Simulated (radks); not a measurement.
Results of a calculation; reference values are marked as such.
Problem. The mean radii <r> (bohr) of the occupied orbitals of an atom or ion are listed with their occupations. Level of theory: Dirac Kohn-Sham, SOGGA, spin-unpolarised, spherical densities, point nucleus (a radial shooting solver on a logarithmic mesh with Libxc functionals).

orbital  occ.      <r>
1s1/2       2  0.01579
2s1/2       2  0.06577
2p1/2       2  0.05389
2p3/2       4  0.06294
3s1/2       2   0.1710
3p1/2       2   0.1616
3p3/2       4   0.1780
3d3/2       4   0.1545
3d5/2       6   0.1595
4s1/2       2   0.3769
4p1/2       2   0.3778
4p3/2       4   0.4125
4d3/2       4   0.4161
4d5/2       6   0.4272
5s1/2       2   0.8294
4f5/2       6   0.4378
4f7/2       8   0.4440
5p1/2       2   0.8816
5p3/2       4   0.9689
5d3/2       4    1.178
5d5/2       5    1.215
6s1/2       2    1.976
6p1/2       1    2.272
7p1/2       1    5.211

Name the element and its charge. Open shells, if any, fill j = l - 1/2 first.

Solution. Z = 83, bismuth, charge +2: Bi2+ in [Xe] 4f14 5d9 6s2 6p1 7p1. The 1s radius gives Z: for a bare nucleus <r> = (2 gamma + 1)/(2Z) with gamma = sqrt(1 - (Z/c)^2), 0.01561 bohr for Z = 83, and screening makes it slightly larger (0.01579 here). The occupations add up to 81, and the charge is Z minus that.
